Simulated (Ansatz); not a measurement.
A nudged elastic band was laid between two geometries of BrH + F2H4Si2 (10 atoms, charge 0, multiplicity 1).

Level of theory: RKS revPBE-D4/def2-SVP in Ansatz 0.2.0.

```json
{
 "movable images": "9",
 "climbing image": "yes",
 "spring": "5.0 eV/Å²",
 "optimiser": "quadratic models (default)",
 "start path": "through a guess of the saddle point",
 "force threshold": "0.05 eV/Å",
 "iteration limit": "60",
 "end points": "relaxed"
}
```

Initial state:

```xyz
10
Properties=species:S:1:pos:R:3
Si 0.127 0.063 -0.225
F 0.015 -0.229 1.401
Si 2.407 -0.012 -0.806
H 2.947 -1.386 -0.517
H 2.555 0.291 -2.272
H 3.149 1.013 0.007
F -0.437 1.581 -0.467
H -0.792 -0.900 -0.913
Br -3.361 -0.116 1.939
H -1.927 -0.188 2.065
```

Final state:

```xyz
10
Properties=species:S:1:pos:R:3
Si -0.519 0.185 -0.637
F 0.290 -1.359 1.692
Si 1.825 0.172 -0.359
H 2.334 -1.239 -0.429
H 2.424 0.977 -1.484
H 2.181 0.815 0.948
F -0.932 1.122 -1.924
H -1.232 -1.122 -0.802
Br -1.455 1.205 1.186
H -0.233 -0.638 2.019
```

(1) Which bonds break or form, and what moves?

(2) Give the energies along the band, and the barrier.

(3) What is the geometry of the highest image?

(4) What are the harmonic wavenumbers there?

The band took 21 iterations and about 14 core-minutes.

## Answers

(1) Bonds broken: Si1–F2, Br9–H10. Bonds formed: Si1–Br9, F2–H10. BrH + F2H4Si2 becomes BrFH4Si2 + FH.

(2) It converged. The highest image is number 5 of 0 to 10, 1.25 eV above the first end and 0.99 eV above the last; the last end lies 0.26 eV above the first. A vibrational analysis at the climbing image gives one clearly imaginary mode, 427i cm⁻¹: a first-order saddle point. The orbitals stay closed-shell, which can raise the energy where a bond breaks towards radicals; this wasn't checked here.

```tsv
image	path coordinate (Å)	energy (eV)	Si1–F2 (Å)	Br9–H10 (Å)	Si1–Br9 (Å)
0	0.00	0.00	1.66	1.44	4.11
1	0.66	0.00	1.66	1.44	4.21
2	1.33	0.01	1.66	1.44	4.14
3	1.99	0.15	1.67	1.44	3.70
4	2.66	0.64	1.72	1.47	3.20
5	3.33	1.25	1.91	1.65	2.68
6	3.85	0.87	2.25	1.94	2.43
7	4.38	0.49	2.62	2.13	2.32
8	4.90	0.32	2.88	2.27	2.29
9	5.43	0.27	2.93	2.33	2.29
10	5.96	0.26	2.91	2.36	2.29
```

(3) 
```xyz
10
Properties=species:S:1:pos:R:3
Si -0.276 -0.058 -0.270
F 0.080 -0.898 1.409
Si 2.052 0.106 -0.576
H 2.739 -1.175 -0.194
H 2.356 0.452 -2.007
H 2.542 1.216 0.314
F -0.714 1.333 -1.059
H -1.087 -1.170 -0.845
Br -2.107 0.691 1.543
H -0.901 -0.381 1.896
```

(4) 427i, 35, 101, 142, 180, 213, 307, 398, 439, 498, 521, 674, 702, 759, 823, 843, 897, 908, 1030, 1297, 2163, 2178, 2184, 2221 cm⁻¹.

The run took 3.8 min on 4 threads of Arm Neoverse V2, with other jobs on the host, peak memory 0.18 GiB.
